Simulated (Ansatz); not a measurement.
One change: `C[NH][Ti]([F])([F])[Cl]` becomes `[CH3][Ti]([F])([F])[Cl]`.

Ansatz, PBE0-D4/def2-TZVP geometries, multiplicity 1. Each molecule was computed in one conformer, which needn't be the lowest.

Scalar relativity is left out up to krypton.

```csv
property,`C[NH][Ti]([F])([F])[Cl]`
size of the dipole moment (PBE/def2-TZVPP) / D,3.51
"ideal-gas entropy at 298 K and 1 bar (rigid rotor, harmonic PBE0-D4/def2-TZVP) / J/(mol·K)",394
HOMO–LUMO gap (PBE/def2-TZVPP) / eV,3.12
HOMO–LUMO gap (B3LYP/def2-TZVPP) / eV,4.96
HOMO energy (PBE0/def2-TZVPP) / eV,-7.95
LUMO energy (PBE0/def2-TZVPP) / eV,-2.47
```

Problem. What does the change do to each property? (Estimate.)

Solution. Computed: 
| property | `[CH3][Ti]([F])([F])[Cl]` | shift |
| --- | --- | --- |
| size of the dipole moment (PBE/def2-TZVPP) / D | 1.36 | -2.15 |
| ideal-gas entropy at 298 K and 1 bar (rigid rotor, harmonic PBE0-D4/def2-TZVP) / J/(mol·K) | 363 | -31 |
| HOMO–LUMO gap (PBE/def2-TZVPP) / eV | 3.53 | 0.41 |
| HOMO–LUMO gap (B3LYP/def2-TZVPP) / eV | 5.56 | 0.60 |
| HOMO energy (PBE0/def2-TZVPP) / eV | -8.94 | -0.99 |
| LUMO energy (PBE0/def2-TZVPP) / eV | -2.84 | -0.37 |

With PBE0 the HOMO falls by 0.99 eV and the LUMO falls by 0.37 eV, so the gap widens by about 0.62 eV. PBE moves the HOMO by -0.82 eV and ωB97M-V by -1.09 eV. The zero-point energy changes by -49.8 kJ/mol with -6 modes. Dipoles are sizes alone; their direction can turn. Modes under 60 cm⁻¹, often nearly free rotors, make the harmonic entropy too high.

B3LYP here is the variant with VWN-RPA as its local correlation; programs differ in this.
